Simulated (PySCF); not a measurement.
# The Ti–F bond energy of TiF₄

Computed with B3LYP in PySCF with Ti def2-SVP, F def2-SVP; no relativity; density-fitted integrals.

Each entry is the lowest minimum that a search over a few typed start shapes (and spin states, where more than one is plausible) found, or that minimum re-optimised at the stated level; isomers with ligand–ligand bonds, or fragments after loss of a ligand pair, can lie lower.

Total energies (Eh), which compare only within these settings: F atom -99.64047.

```
species  2S+1  group       E (Eh)  ZPE (kJ/mol)
   TiF₃     2    D3h  -1148.86697          16.2
   TiF₄     1     Td  -1248.72188          26.0
```

What are De and D0 for TiF₄ → TiF₃ + F?

De = [(-1148.86697) + (-99.64047) − (-1248.72188)] × 2625.5 = 563 kJ/mol. The zero-point energy changes by -9.8 kJ/mol, so D0 = 553 kJ/mol.

Atoms and open shells are unrestricted, without spin–orbit or basis-set superposition corrections.

One determinant describes each species, so states of open d or f shells may be missed.
